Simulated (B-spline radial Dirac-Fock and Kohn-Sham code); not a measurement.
**Two-hole binding energies of Bi⁴⁶⁺**

System: the Bi⁴⁶⁺ ion in the configuration [Kr] 4d1.

Level of theory: Dirac-Fock energy differences between relaxed states, corrected for Breit and QED terms; a radial finite-basis atomic code. U is the two-hole binding energy less the two single-hole energies, the effective repulsion of the holes after relaxation. Each two-hole energy is an average over J within one jj subconfiguration.

```
          holes  E(a) (eV)  E(b) (eV)  E(ab) (eV)  U (eV)
   1s⁻¹ 2p1/2⁻¹    92856.8    18045.8    111474.6   572.1
   1s⁻¹ 2p3/2⁻¹    92856.8    15750.0    109063.3   456.5
   1s⁻¹ 3p1/2⁻¹    92856.8     5951.3     99022.1   214.1
   1s⁻¹ 3p3/2⁻¹    92856.8     5414.3     98456.6   185.5
   1s⁻¹ 3d5/2⁻¹    92856.8     4827.8     97860.5   175.9
        2p3/2⁻²    15750.0    15750.0     31835.6   335.5
   2p1/2⁻¹ 3s⁻¹    18045.8     6248.8     24462.8   168.2
   2s⁻¹ 3p3/2⁻¹    18724.5     5414.3     24300.1   161.2
   2s⁻¹ 3d5/2⁻¹    18724.5     4827.8     23724.3   172.0
2p1/2⁻¹ 3d3/2⁻¹    18045.8     4940.4     23162.8   176.6
2p1/2⁻¹ 3d5/2⁻¹    18045.8     4827.8           ?       ?
2p3/2⁻¹ 3d5/2⁻¹    15750.0     4827.8     20748.5   170.7
        3p3/2⁻²     5414.3     5414.3     10953.5   124.9
3d3/2⁻¹ 3d5/2⁻¹     4940.4     4827.8      9910.9   142.8
```

Question: Give the missing two-hole energy and U.

Answer: E(ab) = 23049.6 eV and U = 176.0 eV.

Values without a named source are computed, but for edge energies of neutral atoms, which are taken from tables.
